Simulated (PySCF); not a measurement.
Method: PySCF 2.14.0 with PBE-D3(BJ)/def2-TZVP. All species are isolated molecules in the gas phase. 

Reference species (SMILES): `C([C]=O)#C` (neutral, multiplicity 2).

The dipole moment is 1.47 D and the highest occupied spin orbital is -4.65 eV.

Changed species: `[C](=O)N` (radical fragment; the reference has radical fragment).

Task: What does the change do to the dipole moment and highest occupied spin orbital?

Result: the dipole moment goes up by 2.16 D, to 3.63 D; the highest occupied spin orbital is nearly the same.
